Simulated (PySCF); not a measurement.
## Adding and removing an electron: CaCl

PBE; Ca x2c-SVPall, Cl x2c-SVPall; spin-free X2C with a Gaussian nucleus (PySCF 2.14). Neutral (UKS): doublet (σ ↑), Re = 2.415 Å, ωe = 387 cm⁻¹, De = 4.46 eV, HOMO -3.71 eV, LUMO -2.79 eV.

CaCl⁺ (UKS): singlet (closed shell), Re = 2.321 Å, ωe = 454 cm⁻¹, De = 4.71 eV to Ca⁺ + Cl. The energies at the minima are -1141.48829 hartree for CaCl and -1141.27098 for CaCl⁺.

Work out the adiabatic ionisation energy, without and with harmonic zero-point energies (1 hartree = 27.2114 eV, 1 eV = 8065.5 cm⁻¹), and the change of the bond length.

At PBE: 0.21731 hartree = 5.913 eV between the minima; the zero-point term (454.0 − 387.0)/2 cm⁻¹ = +0.004 eV makes it 5.917 eV. Re changes by -9.4 pm against the neutral. The electron leaves a σ orbital; in so polar a molecule the change of length follows mostly from the change of the ionic charges.

For an ion De counts to the pair picked by the measured ionisation energies or electron affinities, which need not be the lowest pair at this level. States were picked by a PBE0 search and need not be the measured ground states.
